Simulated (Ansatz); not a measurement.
Start from `[OH][Ti]([OH])([F])[I]` and change one atom or group to get `[NH2][Ti]([OH])([OH])[F]`.

Ansatz, PBE0-D4/def2-TZVP geometries, multiplicity 1. Each molecule was computed in one conformer, which needn't be the lowest.

Elements past krypton have def2 core potentials. Scalar relativity is left out up to krypton. Spin–orbit coupling is left out; it splits and shifts lone-pair levels of the heavy atoms by tenths of an eV.

| property | `[OH][Ti]([OH])([F])[I]` |
| --- | --- |
| size of the dipole moment (B3LYP/def2-TZVPP) / D | 3.16 |
| LUMO energy (ωB97M-V/def2-TZVPP) / eV | -0.31 |
| ideal-gas entropy at 298 K and 1 bar (rigid rotor, harmonic PBE0-D4/def2-TZVP) / J/(mol·K) | 387 |
| size of the dipole moment (ωB97M-V/def2-TZVPP) / D | 3.35 |
| HOMO–LUMO gap (ωB97M-V/def2-TZVPP) / eV | 9.39 |
| HOMO energy (PBE0/def2-TZVPP) / eV | -7.64 |

(1) What does the change do to each property? (Best estimate.)

## Answers

(1) Ansatz gave: 
```csv
property,`[NH2][Ti]([OH])([OH])[F]`,shift
size of the dipole moment (B3LYP/def2-TZVPP) / D,2.11,-1.05
LUMO energy (ωB97M-V/def2-TZVPP) / eV,0.81,1.12
"ideal-gas entropy at 298 K and 1 bar (rigid rotor, harmonic PBE0-D4/def2-TZVP) / J/(mol·K)",371,-16
size of the dipole moment (ωB97M-V/def2-TZVPP) / D,2.08,-1.27
HOMO–LUMO gap (ωB97M-V/def2-TZVPP) / eV,10.77,1.38
HOMO energy (PBE0/def2-TZVPP) / eV,-7.59,0.05
```

With PBE0 the HOMO rises by 0.05 eV and the LUMO rises by 1.06 eV, so the gap widens by about 1.01 eV. PBE moves the HOMO by 0.36 eV and ωB97M-V by -0.27 eV. The zero-point energy changes by 62.8 kJ/mol with +6 modes. Dipoles are sizes alone; their direction can turn.

B3LYP here is the variant with VWN-RPA as its local correlation; programs differ in this.
